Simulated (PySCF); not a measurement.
Stepwise substitution at one centre (Si NH2-SH). Gas-phase values, no solvent. One relaxed conformer stands for each flexible species; it need not be the lowest. Strings in code marks are SMILES.

The numbers are results of PySCF with B3LYP-D3(BJ)/def2-TZVP, not measurements. B3LYP has the VWN-RPA correlation part, as in Gaussian. Delta-SCF ions had no search for a lower state. Excitations are Tamm–Dancoff values on a coarser integration grid. The basis has no diffuse functions, so Rydberg states are missing or too high.

```csv
species,HOMO (eV),S1 excitation (TDA) (eV),S1 oscillator strength,vertical ionisation energy (Delta-SCF) (eV)
1 of 4 NH2 replaced by SH (`N[Si](N)(N)S`),-6.64,5.93,0.005,8.79
2 of 4 NH2 replaced by SH,-6.94,5.94,0.000,8.97
3 of 4 NH2 replaced by SH,-7.12,5.78,0.009,9.07
4 of 4 NH2 replaced by SH (`S[Si](S)(S)S`),-7.01,4.80,0.000,8.89
```
